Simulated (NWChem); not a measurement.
Everything below was run with NWChem. System: C3H7NSi, charge 0, spin multiplicity 1, at a geometry optimised with B3LYP/def2-SVP. The structure started from a generated list of species. Level: RHF/def2-SVP.

The NWChem input:

```
start mol
memory heap 200 mb stack 800 mb global 1000 mb
geometry units angstroms nocenter noautoz
  C      0.278721     2.156747     0.000000
  C      0.189873     0.826865     0.000000
  C      1.309100    -0.227747     0.000000
  N      0.438159    -1.412527     0.000000
  Si    -1.082438    -0.571597     0.000000
  H     -0.611496     2.793957     0.000000
  H      1.246442     2.674693     0.000000
  H      1.961451    -0.149844     0.893996
  H      1.961451    -0.149844    -0.893996
  H      0.803074    -2.354749     0.000000
  H     -1.970032    -0.729674    -1.196614
  H     -1.970032    -0.729674     1.196614
  symmetry group Cs
end
basis spherical
  * library def2-svp
end
scf
  rhf
  nopen 0
  maxiter 100
  thresh 1e-7
  semidirect memsize 60000000 filesize 0
end
task scf energy
```

NWChem printed:

```
             Northwest Computational Chemistry Package (NWChem) 7.3.0
             --------------------------------------------------------

                                NWChem Input Module
                                -------------------

 Scaling coordinates for geometry "geometry" by  1.889725989
 (inverse scale =  0.529177249)

 Turning off AUTOSYM since
 SYMMETRY directive was detected!

                             Geometry "geometry" -> ""
                             -------------------------

 Output coordinates in angstroms (scale by  1.889725989 to convert to a.u.)

  No.       Tag          Charge          X              Y              Z
 ---- ---------------- ---------- -------------- -------------- --------------
    1 C                    6.0000     0.27872100     2.15674700     0.00000000
    2 C                    6.0000     0.18987300     0.82686500     0.00000000
    3 C                    6.0000     1.30910000    -0.22774700     0.00000000
    4 N                    7.0000     0.43815900    -1.41252700     0.00000000
    5 Si                  14.0000    -1.08243800    -0.57159700     0.00000000
    6 H                    1.0000    -0.61149600     2.79395700     0.00000000
    7 H                    1.0000     1.24644200     2.67469300     0.00000000
    8 H                    1.0000     1.96145100    -0.14984400     0.89399600
    9 H                    1.0000     1.96145100    -0.14984400    -0.89399600
   10 H                    1.0000     0.80307400    -2.35474900     0.00000000
   11 H                    1.0000    -1.97003200    -0.72967400    -1.19661400
   12 H                    1.0000    -1.97003200    -0.72967400     1.19661400

 Effective nuclear repulsion energy (a.u.)     217.9934315774

            Nuclear Dipole moment (a.u.)
            ----------------------------
        X                 Y               Z
 ---------------- ---------------- ----------------
     0.0000056692     0.0000151178     0.0000000000

      Symmetry information
      --------------------

 Group name             Cs
 Group number              2
 Group order               2
[...]
              MO Center=  1.4D-01,  1.1D+00,  2.6D-16, r^2= 3.6D+00
   Bfn.  Coefficient  Atom+Function         Bfn.  Coefficient  Atom+Function
  ----- ------------  ---------------      ----- ------------  ---------------
     9      0.640589   1 C  pz               23     -0.541944   2 C  pz
    69     -0.427451   5 Si pz              101     -0.346880  11 H  s
   106      0.346880  12 H  s                86      0.341515   8 H  s
    91     -0.341515   9 H  s                 6      0.323720   1 C  pz
    20     -0.297807   2 C  pz               51      0.191846   4 N  pz

 Vector   25  Occ=0.000000D+00  E= 1.397874D-01  Symmetry=a'
              MO Center= -1.1D+00, -5.7D-01,  9.1D-15, r^2= 4.9D+00
   Bfn.  Coefficient  Atom+Function         Bfn.  Coefficient  Atom+Function
  ----- ------------  ---------------      ----- ------------  ---------------
    68     -1.150129   5 Si py               17      1.086279   2 C  s
    45     -0.869688   4 N  s                76     -0.397469   6 H  s
    96      0.393735  10 H  s                 8      0.306196   1 C  py
    60     -0.263018   5 Si s                21     -0.250310   2 C  px
    36     -0.248248   3 C  py               67      0.158859   5 Si px

 Vector   26  Occ=0.000000D+00  E= 1.897603D-01  Symmetry=a'
              MO Center=  6.7D-01, -4.8D-01, -1.9D-15, r^2= 7.4D+00
   Bfn.  Coefficient  Atom+Function         Bfn.  Coefficient  Atom+Function
  ----- ------------  ---------------      ----- ------------  ---------------
    31      2.159356   3 C  s                67     -1.232423   5 Si px
    86     -1.082549   8 H  s                91     -1.082549   9 H  s
    45      0.586385   4 N  s                21     -0.562077   2 C  px
   101     -0.549593  11 H  s               106     -0.549593  12 H  s
    96     -0.512513  10 H  s                68     -0.465401   5 Si py

 center of mass
 --------------
 x =  -0.03074364 y =  -0.02967650 z =   0.00000000

 moments of inertia (a.u.)
 ------------------
         457.045381834962         -57.774699798627           0.000000000000
         -57.774699798627         285.837709610441           0.000000000000
           0.000000000000           0.000000000000         710.763905138340

  Mulliken analysis of the total density
  --------------------------------------

    Atom       Charge   Shell Charges
 -----------   ------   -------------------------------------------------------
    1 C    6     6.05   1.99  0.87  0.26  1.97  0.93  0.04
    2 C    6     6.48   1.99  0.90  0.40  1.98  1.17  0.04
    3 C    6     5.69   1.99  0.88  0.08  1.98  0.70  0.06
    4 N    7     7.66   1.99  0.93  0.60  2.42  1.71  0.02
    5 Si  14    13.08   2.00  1.99  0.92  0.11  5.94  1.16  0.64  0.33
    6 H    1     0.94   0.75  0.17  0.03
    7 H    1     0.95   0.75  0.18  0.03
    8 H    1     0.96   0.76  0.18  0.02
    9 H    1     0.96   0.76  0.18  0.02
   10 H    1     0.86   0.71  0.10  0.05
   11 H    1     1.17   0.75  0.41  0.01
   12 H    1     1.17   0.75  0.41  0.01

       Multipole analysis of the density wrt the origin
       ------------------------------------------------

     L   x y z        total         open         nuclear
     -   - - -        -----         ----         -------
     0   0 0 0     -0.000000      0.000000     46.000000

     1   1 0 0      0.245610      0.000000      0.000006
     1   0 1 0     -0.107542      0.000000      0.000015
     1   0 0 1     -0.000000      0.000000      0.000000

     2   2 0 0    -28.021201      0.000000    166.916104
     2   1 1 0     -0.731903      0.000000     32.536154
     2   1 0 1     -0.000000      0.000000      0.000000
     2   0 2 0    -25.813554      0.000000    258.824741
     2   0 1 1     -0.000000      0.000000      0.000000
     2   0 0 2    -31.465367      0.000000     15.934903

 Task  times  cpu:        3.2s     wall:        3.2s

 Total times  cpu:        3.2s     wall:        3.2s
```
